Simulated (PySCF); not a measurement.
TlN: frontier orbitals

MN15 at R = 2.332 Å; PySCF, scalar-relativistic core potentials, basis sets Tl aug-cc-pVDZ-PP with ECP60, N aug-cc-pVDZ. State: ³Σ⁻ (triplet), unpaired electrons π ↑↑. Only the outer orbitals are listed, counted within each symmetry, core potentials removing the inner ones.

```json
{"spin": "α", "orbital": "6σ", "occ.": "1", "ε (eV)": "-11.82", "on Tl (%)": "83", "main shells (%)": "83 Tl s, 14 N p"}
{"spin": "α", "orbital": "3π", "occ.": "1", "ε (eV)": "-8.40", "on Tl (%)": "4", "main shells (%)": "96 N p"}
{"spin": "α", "orbital": "3π", "occ.": "1", "ε (eV)": "-8.40", "on Tl (%)": "4", "main shells (%)": "96 N p"}
{"spin": "α", "orbital": "7σ", "occ.": "1", "ε (eV)": "-7.21", "on Tl (%)": "30", "main shells (%)": "68 N p, 17 Tl p, 12 Tl s"}
{"spin": "α", "orbital": "4π", "occ.": "0", "ε (eV)": "-1.16", "on Tl (%)": "99", "main shells (%)": "99 Tl p"}
{"spin": "α", "orbital": "4π", "occ.": "0", "ε (eV)": "-1.16", "on Tl (%)": "99", "main shells (%)": "99 Tl p"}
{"spin": "α", "orbital": "8σ", "occ.": "0", "ε (eV)": "0.49", "on Tl (%)": "94", "main shells (%)": "84 Tl p"}
{"spin": "β", "orbital": "5σ", "occ.": "1", "ε (eV)": "-16.80", "on Tl (%)": "38", "main shells (%)": "62 N s, 31 Tl d"}
{"spin": "β", "orbital": "6σ", "occ.": "1", "ε (eV)": "-11.54", "on Tl (%)": "87", "main shells (%)": "86 Tl s"}
{"spin": "β", "orbital": "7σ", "occ.": "1", "ε (eV)": "-5.78", "on Tl (%)": "36", "main shells (%)": "61 N p, 32 Tl p"}
{"spin": "β", "orbital": "3π", "occ.": "0", "ε (eV)": "-1.87", "on Tl (%)": "73", "main shells (%)": "73 Tl p, 27 N p"}
{"spin": "β", "orbital": "3π", "occ.": "0", "ε (eV)": "-1.87", "on Tl (%)": "73", "main shells (%)": "73 Tl p, 27 N p"}
{"spin": "β", "orbital": "4π", "occ.": "0", "ε (eV)": "0.20", "on Tl (%)": "36", "main shells (%)": "64 N p, 28 Tl p"}
```

Which are the highest filled and the lowest empty level, where do they sit, and how wide is the gap?

Highest filled β 7σ at -5.78 eV (in %: 61 N p, 32 Tl p); lowest empty β 3π at -1.87 eV (in %: 73 Tl p, 27 N p); the gap at MN15 is 3.91 eV.

```json
{
  "bond order (Mayer)": "0.75",
  "⟨S²⟩": "2.024",
  "charge on Tl (Mulliken, basis-dependent)": "0.48",
  "charge on Tl (Löwdin, basis-dependent)": "0.58",
  "dipole moment (positive dipole means Tl(−)N(+))": "-3.37 D"
}
```

Spin–orbit coupling is left out, which matters for elements this heavy, above all for dissociation energies. The state is the lowest determinant that a PBE0 search found; another state may lie lower at other levels.
